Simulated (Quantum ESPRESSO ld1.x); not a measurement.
Species: Ca+. Configuration: [Ar] 4s1 (the NIST ground configuration). Method: non-relativistic Kohn-Sham, LDA (Slater exchange, Perdew-Zunger correlation), spin-polarised, spherical densities, point nucleus; open shells are filled with parallel spins first; computed with ld1.x of Quantum ESPRESSO 7.5.

Normalised radial functions P(r) = r R(r), r in bohr:

| r | 2p up | 3p up |
|---|---|---|
| 0.008398 | 0.0161 | 0.0055 |
| 0.01094 | 0.0267 | 0.0091 |
| 0.01435 | 0.0445 | 0.0152 |
| 0.01869 | 0.0722 | 0.0247 |
| 0.02453 | 0.1176 | 0.0402 |
| 0.03195 | 0.1855 | 0.0634 |
| 0.04193 | 0.2905 | 0.0990 |
| 0.05504 | 0.4421 | 0.1502 |
| 0.07167 | 0.6421 | 0.2169 |
| 0.09407 | 0.9016 | 0.3012 |
| 0.1225 | 1.1861 | 0.3882 |
| 0.1608 | 1.4654 | 0.4603 |
| 0.2094 | 1.6510 | 0.4772 |
| 0.2748 | 1.6727 | 0.3953 |
| 0.3578 | 1.4856 | 0.1884 |
| 0.4697 | 1.1114 | -0.1474 |
| 0.6116 | 0.6846 | -0.5227 |
| 0.8027 | 0.3199 | -0.8348 |
| 1.045 | 0.1110 | -0.9497 |
| 1.372 | 0.0246 | -0.8401 |
| 1.787 | 0.0034 | -0.5899 |
| 2.345 | 0.0002 | -0.3167 |
| 3.053 | 0.0000 | -0.1299 |
| 4.008 | 0.0000 | -0.0358 |
| 5.219 | 0.0000 | -0.0064 |
| 6.85 | 0.0000 | -0.0006 |
| 8.92 | 0.0000 | 0.0000 |
| 11.71 | 0.0000 | 0.0000 |

2p up: eigenvalue -341.32 eV, 0 radial nodes, <r> = 0.329 bohr, 90 % of the charge inside 0.543 bohr. 3p up: eigenvalue -34.955 eV, 1 radial node at r = 0.421 bohr, <r> = 1.27 bohr, 90 % of the charge inside 1.97 bohr.
